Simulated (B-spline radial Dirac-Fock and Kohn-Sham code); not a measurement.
# Auger decay of the 3d5/2 hole in W³⁺

System: tungsten as W³⁺, [Xe] 4f14 5d3, inside a Watson sphere of charge -3 and radius 1.6 Å (a model of the Madelung potential; inside it an electron's potential energy is raised by 27.0 eV).

Model: one-electron (LDA, Dirac) transition rates at Dirac-Fock energies. Program: a radial B-spline solver. Kinetic energies are configuration averages from the vacuum level; the two-hole energies are estimated from single-hole states.

```
transition  kinetic energy (eV)  width (meV)  share (%)
   M5-N2N3                841.1         12.9        0.7
   M5-N1N4                907.9         7.93        0.4
   M5-N3N3                908.7         9.21        0.5
   M5-N1N5                920.6         85.4        4.7
   M5-N2N5               1023.2         86.4        4.7
   M5-N3N4               1079.2         7.92        0.4
   M5-N3N5               1093.8          134        7.3
   M5-N1N6               1135.3         8.67        0.5
   M5-N1N7               1137.5         31.3        1.7
   M5-N2N7               1240.7         16.0        0.9
   M5-N4N5               1261.7          182        9.9
   M5-N5N5               1274.6          205       11.2
   M5-N3N7               1309.8         11.6        0.6
   M5-N5O1               1448.4         13.6        0.7
   M5-N4N7               1479.4         80.6        4.4
   M5-N4N6               1479.6         5.92        0.3
   M5-N5O2               1482.9         13.0        0.7
   M5-N5N6               1489.9          131        7.2
   M5-N5N7               1493.7          205       11.2
   M5-N5O3               1493.9         20.0        1.1
   M5-N5O5               1537.9         9.56        0.5
   M5-N6N6               1705.8         8.92        0.5
   M5-N6N7               1707.3          286       15.6
   M5-N7N7               1710.0          196       10.7
```

The listed channels hold 97 % of the non-radiative rate. Summed by principal shells, of 1.83 eV in all: MNN 94.5 %, MNO 5.5 %.

Values without a named source are computed, but for edge energies of neutral atoms, which are taken from tables.
